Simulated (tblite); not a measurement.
Species: C7H8N (doublet state).
Z-matrix (Å and degrees, GFN2-xTB geometry), rows numbered from 1:
```
C 
C   1  1.4728
C   2  1.5163  1  103.78
C   3  1.3949  2  121.03  1    83.87
C   4  1.3820  3  118.57  2  -176.64
C   5  1.3887  4  118.98  3     0.22
C   6  1.3856  5  117.95  4    -0.22
N   7  1.3207  6  123.34  5     0.28
H   1  1.0725  2  119.51  3    80.42
H   1  1.0738  2  120.02  3   -81.89
H   2  1.0909  1  112.05  3   118.64
H   2  1.0894  1  111.54  3  -116.78
H   4  1.0795  3  120.34  2     3.96
H   5  1.0810  4  120.46  3  -179.57
H   6  1.0788  5  121.23  4   179.88
H   7  1.0826  6  121.30  5  -179.53
```

All values are computed: GFN2-xTB (tblite) harmonic vibrations without scaling, gas phase. Errors from tens to a few hundred cm⁻¹ against measured bands are possible. One conformer, not necessarily the lowest. Open shells enter through the occupations alone, without spin polarisation, and single modes of such species can be off by tens of per cent.

Harmonic wavenumbers (cm⁻¹): 76.0, 110.6, 211.7, 219.1, 321.4, 369.8, 462.2, 522.4, 582.2, 596.4, 703.8, 762.8, 803.3, 813.9, 884.8, 914.0, 931.3, 998.0, 1023.6, 1092.5, 1123.7, 1127.9, 1164.9, 1193.3, 1217.6, 1236.1, 1257.4, 1294.2, 1393.7, 1408.4, 1436.6, 1449.9, 1559.3, 1574.7, 2975.0, 3003.4, 3051.8, 3066.9, 3086.0, 3095.9, 3127.1, 3172.5.

A = 4646, B = 1673, C = 1369 MHz; mass 106.066 u (most abundant isotopes); point group C1, symmetry number 1; spin multiplicity 2.

**Question.** Zero-point energy?

**Answer.** Half the sum of the wavenumbers: 27708 cm⁻¹ = 79.22 kcal/mol.

**Question.** Give the ideal-gas entropy at 298.15 K and 1 bar in the rigid-rotor, harmonic-oscillator model (classical rotation).

**Answer.** Translation 39.92, rotation 27.80, vibration 17.94, spin (R ln 2) 1.38: S = 87.0 cal/(mol K).

**Question.** And Cp and H(298.15 K) − H(0)?

**Answer.** Cp = 30.75 cal/(mol K), of which vibrations give 22.81 (their classical limit is 42 R = 83.5); H(298.15 K) − H(0) = 5.43 kcal/mol without the zero-point energy, 3.06 from vibrations.

**Question.** How do the functions run with temperature in this model?

**Answer.** 
| T (K) | S (cal/(mol K)) | Cp (cal/(mol K)) | H − H(0) (kcal/mol) | G − H(0) (kcal/mol) | ln q(vib) |
| --- | --- | --- | --- | --- | --- |
| 150 | 71.0 | 17.9 | 1.86 | -8.79 | 1.46 |
| 250 | 82.0 | 26.3 | 4.06 | -16.45 | 3.05 |
| 400 | 97.4 | 39.9 | 9.03 | -29.92 | 5.69 |
| 600 | 116.4 | 53.7 | 18.49 | -51.32 | 9.48 |
| 900 | 140.7 | 66.3 | 36.66 | -90.01 | 15.13 |

q(vib) and H(0) count from the zero-point level.

**Question.** Blend soft modes into free rotors: weight 1/[1 + (100 cm⁻¹/ν̃)⁴] for the oscillator and the rest for a rotor with moment μB/(μ + B), μ = h/(8π²ν), B = 10⁻⁴⁴ kg m². What vibrational entropy results?

**Answer.** 17.11 cal/(mol K) in place of 17.94, which changes −T·S at 298.15 K by +0.25 kcal/mol.

Hindered rotation and anharmonicity are outside this model. Other conformers, if any are populated, would add a mixing term that is left out. The structure is chiral; the term R ln 2 for an equal mix with its mirror image is left out.
